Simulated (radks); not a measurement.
Problem. Excited configurations of Bi3+: one electron is placed in a higher orbital outside [Xe] 4f14 5d10 6s1. The ground configuration is [Hg]. Method: Dirac Kohn-Sham, PBEsol, spin-unpolarised, spherical densities, point nucleus; open shells are shared between the two j in proportion to 2j + 1; computed with a radial shooting solver on a logarithmic mesh with Libxc functionals. Excitation = E - E(ground); binding = E(ion) - E, where the ion is the core of charge +4; n* = 4/sqrt(2 binding) in atomic units, and the quantum defect is n - n*. Eigenvalue and <r> are those of j = l + 1/2.

| outer orbital | excitation (eV) | binding (eV) | n* | quantum defect | eigenvalue (eV) | <r> (bohr) |
|---|---|---|---|---|---|---|
| 5f | 29.636 | 15.829 | 3.708 | 1.292 | -12.605 | 3.354 |
| 6d | 25.478 | 19.987 | 3.300 | 2.700 | -16.978 | 3.519 |
| 7d | 33.648 | 11.817 | 4.292 | 2.708 | -10.338 | 6.417 |
| 7f | 38.246 | 7.219 | 5.491 | 1.509 | -6.334 | 9.965 |

Estimate the row for 7p.

Solution. excitation (eV) 28.865; binding (eV) 16.600; n* 3.621; quantum defect 3.379; eigenvalue (eV) -14.385; <r> (bohr) 4.938. The Delta-SCF ionisation energy is 45.465 eV (NIST Atomic Spectra Database: 45.4 eV, measured). Self-interaction in the functional shifts the binding energies and quantum defects, so they are the method's values and not measured ones. Spin polarisation and multiplet splitting are left out, so open shells lie too high by an amount that depends on their filling.

Beside tabulated values, note that spin-unpolarised runs miss the spin-polarisation part of the exchange energy of open shells.
